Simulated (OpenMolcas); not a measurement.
# Nb4+: moving the ligands

Nb4+ with 6 ligands (chloride) in octahedral coordination (Oh) at 2.44 Å. A charge of +0.333 e stands 2.8 Å behind each ligand. Ligand basis ANO-RCC-VDZP.
```
Nb    0.0000    0.0000    0.0000
Cl    2.4400    0.0000    0.0000
Cl    0.0000    2.4400    0.0000
Cl   -2.4400    0.0000    0.0000
Cl    0.0000   -2.4400    0.0000
Cl    0.0000    0.0000    2.4400
Cl    0.0000    0.0000   -2.4400
```

```
Program             : OpenMolcas 26.06
Method              : SS-CASPT2, IPEA 0.25 Eh, imaginary shift 0.1 Eh (closed shells correlated: 4s 4p and the ligand valence shells)
Basis               : ANO-RCC-VDZP [6s5p3d1f]
Scalar Hamiltonian  : DKH2, point nucleus
Active space        : 1 electron in 5 orbitals (4d)
State averaging     : 2S+1 = 2 even, 5 roots
Spin-orbit coupling : state interaction with AMFI integrals over the reference wave functions
```

Runs around this geometry, states (labels of O, the rotations of Oh). Energies in cm-1 above the lowest state or level, χT in cm3 K/mol; under a threefold ground state the first gap can be a small split of the lowest multiplet, not the spin-orbit step; 10Dq is the gap between the two states.

| R (Å) | Ground state | First state of that spin | 10Dq | First gap with spin-orbit (degeneracies) | χT at 300 K |
| --- | --- | --- | --- | --- | --- |
| 2.39 | 2T2 | 2E 25070 | 25068 | 900 (4, 2) | 0.163 |
| 2.44 | 2T2 | 2E 23330 | 23330 | 910 (4, 2) | 0.162 |
| 2.57 | 2T2 | 2E 19360 | 19361 | 940 (4, 2) | 0.159 |

Taking |10Dq| as R^-n, n = -ln(19361 / 25068) / ln(2.57 / 2.39) = 3.6 between the shortest and longest distance. The point-charge formula for a cubic d site gives n = 5.

Roots that are degenerate in the reference are averaged as groups; the widest CASPT2 spread within a group is 160 cm-1 (the 3-fold group of multiplicity 2 near 0 cm-1 above the lowest state of its run, R = 2.57). Shifts and gaps below about the spread of the groups concerned are not significant. Over all roots computed the reference weight is 0.66 in R = 2.39, 0.66 in R = 2.44, 0.66 in R = 2.57; a low but even weight reflects the number of correlated electrons. An orbital triplet at a regular site is open to Jahn-Teller coupling, which can distort the site and quench the lowest spin-orbit gaps and is left out. Ligand-to-metal charge-transfer states are missing. With one d shell and no ligand orbital active, 10Dq can be off by a tenth or more. The least metal-like active orbital is 70 % on the metal (Löwdin) and no ligand orbital is active, so the numbers are rough (holds for R = 2.39). The least metal-like active orbital is 71 % on the metal (Löwdin) and no ligand orbital is active, so the numbers are rough (holds for R = 2.44). The least metal-like active orbital is 74 % on the metal (Löwdin) and no ligand orbital is active, so the numbers are rough (holds for R = 2.57). No measured value stands beside these numbers; the geometry is a model, was not optimised and need not be the one that this ion takes.
